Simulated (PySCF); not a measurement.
C₄H₄Cl₂, SMILES CC(Cl)=C=CCl. Atoms are numbered in the order given.

```xyz
10

C     -1.9605    -1.3765     0.4041
C     -1.0572    -0.3401    -0.1943
Cl    -1.9053     1.0521    -0.8780
C      0.2512    -0.3855    -0.2493
C      1.5555    -0.4460    -0.2964
Cl     2.5965     0.1882     0.9648
H     -2.6575    -1.7595    -0.3585
H     -1.3742    -2.2116     0.8112
H     -2.5641    -0.9309     1.2110
H      2.1128    -0.8944    -1.1242
```
Charge 0, spin multiplicity 1.

The structure is a stationary point at B3LYP-D3(BJ)/def2-SVP.

Computed with B3LYP-D3(BJ)/def2-SVP in PySCF.

Frequencies are harmonic and unscaled.

```json
[
 {"mode": "1", "ν (cm⁻¹)": "91", "IR (km/mol)": "0.1", "moving atoms (share of kinetic energy)": "Cl 68 %, C 29 %"},
 {"mode": "2", "ν (cm⁻¹)": "109", "IR (km/mol)": "0.8", "moving atoms (share of kinetic energy)": "C 59 %, Cl 26 %, H 15 %"},
 {"mode": "3", "ν (cm⁻¹)": "192", "IR (km/mol)": "0.4", "moving atoms (share of kinetic energy)": "H 93 %"},
 {"mode": "4", "ν (cm⁻¹)": "242", "IR (km/mol)": "0.8", "moving atoms (share of kinetic energy)": "C 61 %, H 21 %, Cl 18 %"},
 {"mode": "5", "ν (cm⁻¹)": "299", "IR (km/mol)": "1.1", "moving atoms (share of kinetic energy)": "C 51 %, Cl 25 %, H 24 %"},
 {"mode": "6", "ν (cm⁻¹)": "390", "IR (km/mol)": "2.6", "moving atoms (share of kinetic energy)": "C 62 %, Cl 21 %, H 16 %"},
 {"mode": "7", "ν (cm⁻¹)": "497", "IR (km/mol)": "0.9", "moving atoms (share of kinetic energy)": "C 63 %, Cl 28 %, H 9 %"},
 {"mode": "8", "ν (cm⁻¹)": "537", "IR (km/mol)": "25.0", "moving atoms (share of kinetic energy)": "C 77 %, Cl 16 %"},
 {"mode": "9", "ν (cm⁻¹)": "637", "IR (km/mol)": "54.0", "moving atoms (share of kinetic energy)": "C 76 %, Cl 12 %, H 12 %"},
 {"mode": "10", "ν (cm⁻¹)": "753", "IR (km/mol)": "113.5", "moving atoms (share of kinetic energy)": "C 75 %, Cl 17 %"},
 {"mode": "11", "ν (cm⁻¹)": "801", "IR (km/mol)": "17.5", "moving atoms (share of kinetic energy)": "H 70 %, C 29 %"},
 {"mode": "12", "ν (cm⁻¹)": "948", "IR (km/mol)": "14.9", "moving atoms (share of kinetic energy)": "C 55 %, H 43 %"},
 {"mode": "13", "ν (cm⁻¹)": "1041", "IR (km/mol)": "0.9", "moving atoms (share of kinetic energy)": "H 67 %, C 33 %"},
 {"mode": "14", "ν (cm⁻¹)": "1097", "IR (km/mol)": "75.5", "moving atoms (share of kinetic energy)": "C 62 %, H 38 %"},
 {"mode": "15", "ν (cm⁻¹)": "1206", "IR (km/mol)": "27.2", "moving atoms (share of kinetic energy)": "H 83 %, C 17 %"},
 {"mode": "16", "ν (cm⁻¹)": "1378", "IR (km/mol)": "8.6", "moving atoms (share of kinetic energy)": "H 50 %, C 49 %"},
 {"mode": "17", "ν (cm⁻¹)": "1394", "IR (km/mol)": "3.6", "moving atoms (share of kinetic energy)": "H 51 %, C 49 %"},
 {"mode": "18", "ν (cm⁻¹)": "1442", "IR (km/mol)": "10.3", "moving atoms (share of kinetic energy)": "H 97 %"},
 {"mode": "19", "ν (cm⁻¹)": "1460", "IR (km/mol)": "4.3", "moving atoms (share of kinetic energy)": "H 84 %, C 16 %"},
 {"mode": "20", "ν (cm⁻¹)": "2069", "IR (km/mol)": "132.2", "moving atoms (share of kinetic energy)": "C 99 %"},
 {"mode": "21", "ν (cm⁻¹)": "3035", "IR (km/mol)": "10.7", "moving atoms (share of kinetic energy)": "H 97 %"},
 {"mode": "22", "ν (cm⁻¹)": "3112", "IR (km/mol)": "4.7", "moving atoms (share of kinetic energy)": "H 91 %, C 9 %"},
 {"mode": "23", "ν (cm⁻¹)": "3147", "IR (km/mol)": "5.4", "moving atoms (share of kinetic energy)": "H 90 %, C 10 %"},
 {"mode": "24", "ν (cm⁻¹)": "3182", "IR (km/mol)": "1.9", "moving atoms (share of kinetic energy)": "H 91 %, C 9 %"}
]
```
